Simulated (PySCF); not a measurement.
H3O2SbTe, SMILES [OH][Sb]([OH])[TeH]. Atoms are numbered in the order given.

```xyz
7

Sb    -0.8100     0.3393     0.8736
O     -2.2644    -0.4872    -0.2492
H     -2.0904    -0.3284    -1.1995
O     -0.7224     2.2196     0.1587
H     -0.3676     2.1980    -0.7546
Te     1.2574    -0.6464    -0.8002
H      2.2766     0.5815    -0.2643
```

Coordinates come from a PBE-D3(BJ)/def2-SVP optimisation. The def2 effective core potentials stand for the cores of Sb, Te; spin–orbit coupling is left out. One conformer was computed; it need not be the lowest.

The numbers are results of PBE/def2-TZVP run with PySCF, not measurements.

Atomic charges (e):

```csv
atom,Löwdin,Mulliken
Sb1,0.47,?
O2,-0.36,-0.60
H3,0.15,?
O4,-0.36,-0.59
H5,0.14,?
Te6,-0.04,-0.24
H7,0.01,?
```

Fill in the missing entries. (The exact figures need the calculation; the answer reports its results.)


- Sb1, Mulliken: 0.75
- H3, Mulliken: 0.30
- H5, Mulliken: 0.30
- H7, Mulliken: 0.07
